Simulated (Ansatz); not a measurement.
The cluster Sn3Bi2, relaxed as a singlet with RKS PBE-D4/def2-SVP in Ansatz, starting from the GFN1-xTB geometry. Force threshold 0.02 eV/Å.

In the def2 sets Bi, Sn take a core potential; there is no spin–orbit coupling. The restricted singlet is unstable towards broken spin symmetry in Hartree–Fock (as tested in another run); at PBE-D4/def2-SVP this wasn't settled. Another isomer (singlet) lies 1.88 eV lower at PBE0-D4/def2-TZVP; other spin states weren't run for this one.

Start:

```xyz
5

Bi    2.803   -0.674   -0.582
Bi   -2.523   -1.329    0.723
Sn   -1.657    1.345    0.268
Sn    1.246    1.704   -0.424
Sn    0.131   -1.046    0.015
```

```csv
step,energy (eV),largest force component (eV/Å),SCF passes
1,-29181.4527,0.806,17
2,-29181.5411,0.545,28
3,-29181.5778,0.100,21
4,-29181.5785,0.057,21
5,-29181.5794,0.012,20
6,-29181.5795,0.008,21
7,-29181.5813,0.204,25
8,-29181.5838,0.071,22
9,-29181.5975,0.189,26
10,-29181.6010,0.167,22
11,-29181.6119,0.217,27
12,-29181.6201,0.145,22
13,-29181.6238,0.047,22
14,-29181.6258,0.033,21
15,-29181.6266,0.008,22
```

Force components are those of the run's own axes.

End:

```tsv
atom	x (Å)	y (Å)	z (Å)
Bi1	2.706	-0.506	-0.887
Bi2	-2.481	-1.109	0.976
Sn3	-1.699	1.310	-0.262
Sn4	1.282	1.729	0.105
Sn5	0.193	-1.424	0.069
```

By distances, no bond broke or formed. The bond that changes most is Sn3–Sn5, from 3.00 to 3.34 Å (atoms count from 1).

The force fell under the threshold at step 5, but the optimiser went on and released 0.047 eV more. No frequencies were taken in this run, so the end may be a saddle point.

Hardware: 4 threads of Intel Xeon on a shared host. Wall time 69 s.
